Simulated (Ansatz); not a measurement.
Geometry optimisation, RKS BLYP-D4/STO-3G in Ansatz.

The input (input.yaml):

```yaml
crystal:
  periodic: [false, false, false]
  atoms:
    - { symbol: F, position_ang: [-0.20129, -1.41665, 1.51515] }
    - { symbol: Si, position_ang: [0.6807, -0.58226, 0.44511] }
    - { symbol: F, position_ang: [0.99961, -1.7725, -0.60087] }
    - { symbol: Al, position_ang: [-0.78085, 1.07392, -0.62442] }
    - { symbol: H, position_ang: [1.95953, -0.46976, 1.1554] }
    - { symbol: H, position_ang: [-1.34809, 2.27214, 0.19355] }
    - { symbol: H, position_ang: [-1.30962, 0.89511, -2.08392] }
basis:
  gaussian: { orbitals: STO-3G }
hamiltonian:
  xc: blyp
  dispersion: d4
relax:
  f_tol: 0.02
  max_steps: 50
```

Run as:

```bash
$ ansatz run input.yaml --threads 1 --pin off --max-ram 2048MiB --backend cpu --events-out ev --progress --plain --runs-dir out
```

Where does it end, and by what steps?

The forces met the threshold. Limits of this set-up: minimal basis. After 5 steps the energy has fallen by 0.426 eV; H5 moved furthest, 0.39 Å.

```csv
step,energy less start (eV),largest force component (eV/Å),accepted
0,0.0000,1.730,yes
1,-0.3361,0.950,yes
2,-0.4134,0.372,yes
3,-0.4240,0.114,yes
4,-0.4254,0.054,yes
5,-0.4256,0.008,yes
```

```xyz
7
Properties=species:S:1:pos:R:3
F -0.238 -1.495 1.617
Si 0.552 -0.660 0.399
F 1.031 -1.869 -0.652
Al -0.761 1.016 -0.580
H 1.803 -0.141 1.010
H -1.205 2.213 0.239
H -1.184 0.937 -2.034
```

Whether the end is a true minimum wasn't checked by a vibrational analysis.

Time of the run: 8 s on 1 thread of Arm Neoverse V2 (shared host), peak memory 0.12 GiB.
